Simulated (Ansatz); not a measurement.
`BN(C=C)CC=C`, relaxed with RKS PBE0-D4/def2-TZVP in the Gaussian-basis code of Ansatz from a PBE-D4/def2-SVP geometry. The force threshold is 0.005 eV/Å; the program also tests the step.

Charge 0, multiplicity 1.

Start:

```xyz
17

B     0.188   -0.305   -2.416
N     0.344    0.059   -1.058
C     0.590    1.397   -0.686
C     0.769    1.877    0.561
C     0.258   -0.942    0.016
C    -1.005   -0.855    0.834
C    -1.061   -0.987    2.170
H    -0.007   -1.473   -2.690
H     0.258    0.562   -3.264
H     0.641    2.070   -1.557
H     0.704    1.257    1.465
H     0.970    2.949    0.694
H     0.298   -1.934   -0.479
H     1.153   -0.866    0.672
H    -1.936   -0.718    0.253
H    -0.147   -1.121    2.775
H    -2.019   -0.972    2.710
```

Q: How much energy does the relaxation release, and in how many steps? (Best estimate.)

A: Ansatz gave: 8.60 kJ/mol, in 5 steps, 1 of them rejected.

Q: Which bonds change most? (An estimate is asked.)

A: Ansatz gave: B1–H9 from 1.215 to 1.195 Å; B1–H8 from 1.215 to 1.195 Å; C6–C7 from 1.343 to 1.324 Å; C3–C4 from 1.349 to 1.329 Å.

Q: Give the relaxed structure. (An estimate is asked.)

A: Ansatz gave: 
```xyz
17

B     0.180   -0.301   -2.390
N     0.340    0.057   -1.046
C     0.587    1.384   -0.681
C     0.764    1.855    0.550
C     0.262   -0.932    0.020
C    -0.997   -0.849    0.826
C    -1.054   -0.980    2.142
H    -0.013   -1.448   -2.662
H     0.243    0.554   -3.222
H     0.637    2.047   -1.536
H     0.700    1.242    1.437
H     0.966    2.909    0.684
H     0.312   -1.912   -0.460
H     1.137   -0.842    0.673
H    -1.911   -0.711    0.252
H    -0.156   -1.111    2.739
H    -1.998   -0.964    2.674
```
